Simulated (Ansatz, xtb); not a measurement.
**AgAsKSn+: which of two structures lies lower**

We compare a, a singlet given by its coordinates, with b, a singlet given by its coordinates. Both are isolated ions in the gas phase, relaxed with PBE0-D3(BJ)/def2-SVP.

a (Å):

```xyz
4

Ag    0.3553    0.1293    2.3226
As   -0.2502    0.6712   -0.0444
K     1.2321   -1.3089   -2.1418
Sn   -2.3645    0.0696    1.0296
```

Close contacts (Å): Ag1–As2 2.50, Ag1–Sn4 3.01, As2–K3 3.24, As2–Sn4 2.45.

b (Å):

```xyz
4

Ag    0.3741   -1.3244   -0.0803
As   -1.4927   -0.8475   -1.6910
K    -1.6384    4.2873    1.4325
Sn   -1.3240    1.0848   -0.2864
```

Close contacts (Å): Ag1–As2 2.51, Ag1–Sn4 2.95, As2–Sn4 2.39, K3–Sn4 3.65.

Estimate E(b) − E(a) at the level CCSD(T)/def2-SVP + ΔMP2/def2-TZVPP.

Calculated at CCSD(T)/def2-SVP + ΔMP2/def2-TZVPP: E(b) − E(a) = +0.349 eV, so structure a lies lower.

The same difference at several levels:

```csv
level,geometry,E(b) − E(a) (eV),departure from the last row (eV),"job, with rough time for the two"
GFN2-xTB,GFN2-xTB,+0.372,+0.023,"optimisation, 0.22 s"
HF/STO-3G,GFN2-xTB,+0.173,−0.176,"single point, 8.1 s"
r2SCAN-D4/def2-SVP,GFN2-xTB,+0.392,+0.043,"single point, 6.3 s"
PBE0-D3(BJ)/def2-SVP,PBE0-D3(BJ)/def2-SVP,+0.444,+0.095,"optimisation, 53 s"
HF/def2-SVP,PBE0-D3(BJ)/def2-SVP,+0.484,+0.135,part of the CCSD(T) run
MP2/def2-SVP,PBE0-D3(BJ)/def2-SVP,+0.286,−0.063,part of the CCSD(T) run
CCSD(T)/def2-SVP,PBE0-D3(BJ)/def2-SVP,+0.329,−0.020,single point
CCSD(T)/def2-SVP + ΔMP2/def2-TZVPP,PBE0-D3(BJ)/def2-SVP,+0.349,,"single point, 71 s"
```

None of the levels shown reverses the order. The largest departure from CCSD(T)/def2-SVP + ΔMP2/def2-TZVPP is that of HF/STO-3G, 0.176 eV. The last row adds to CCSD(T) the change of the MP2 difference between the two basis sets, here +0.020 eV.

With harmonic frequencies from PBE0-D3(BJ)/def2-SVP (ideal gas, rigid rotor, one conformer each, 298.15 K, 1 atm): on the last row, ΔE + ΔZPE = +0.348 eV. A mode under 50 cm⁻¹ makes harmonic enthalpies and free energies unreliable, so none is given.

The correlated steps freeze 18 core orbitals; the filled d shell of As and Sn is correlated; the last core shell of Ag and K is correlated, in a basis made for valence electrons. Atoms past krypton carry core potentials in the def2 sets, other sets are all-electron and non-relativistic, and no spin–orbit term is included. Codes used: Ansatz 0.2.0, xtb 6.7.1; the last row on 2 threads of Arm Neoverse V2 on a shared host.
